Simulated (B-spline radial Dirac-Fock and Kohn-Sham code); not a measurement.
V⁺ 3s: cross section and angular parameters

System: vanadium as V⁺ in the configuration [Ar] 3d4; threshold 78.11 eV (orbital energy of the model). Method: Dirac-Hartree-Slater photoionisation with a Latter tail; cross sections with all multipoles, angular parameters from the dipole term and its interference with E2. Computed with a radial finite-basis atomic code.

The run's input, task.json:

```json
{"items": [{
  "Z": 23,
  "q": 1,
  "cfg": [[1, 0, 2], [2, 0, 2], [2, 1, 6], [3, 0, 2], [3, 1, 6], [3, 2, 4]],
  "A": 51,
  "rrms": 3.6002,
  "do": "xps",
  "hv": [52.7, 63.1, 70.3, 72.8, 80, 92.8, 104.0, 600, 730.0, 1020.0, 1040.0, 1080.0, 1253.6, 1300.0, 1380.0, 1486.9, 1690.0, 1930.0, 2000, 2070.0, 2950.0, 2984.4, 3940.0, 4000, 5140.0, 5160.0, 7650.0, 8980.0, 11800.0, 15000]
}]}
```

Run with: `python xray2_run.py task.json out`

```
hν (eV)  σ (kb)      β       γ
   92.8     360  1.998   0.097
    104     361  1.999   0.160
    600    39.5  2.000  -0.041
    730    27.9  2.000  -0.051
   1020    15.0  2.000  -0.025
   1040    14.4  2.000  -0.022
   1080    13.4  2.000  -0.014
 1253.6    10.1  2.000   0.021
   1300       ?      ?       ?
   1380    8.33  2.000   0.050
 1486.9    7.18  2.000   0.076
   1690    5.54  2.000   0.127
   1930    4.22  2.000   0.190
   2000    3.92  2.000   0.209
   2070    3.65  2.000   0.228
   2950    1.70  2.000   0.457
 2984.4    1.66  2.000   0.466
   3940   0.886  2.000   0.692
   4000   0.855  2.000   0.705
   5140   0.475  2.000   0.946
   5160   0.470  2.000   0.950
   7650   0.179  1.999   1.395
   8980   0.119  1.999   1.599
  11800  0.0586  1.999   1.981
  15000  0.0308  1.999   2.354
```

**Question.** Give the values at 1300 eV.

**Answer.** σ = 9.37 kb, β = 2.000, γ = 0.031. For an s subshell δ is negligible.
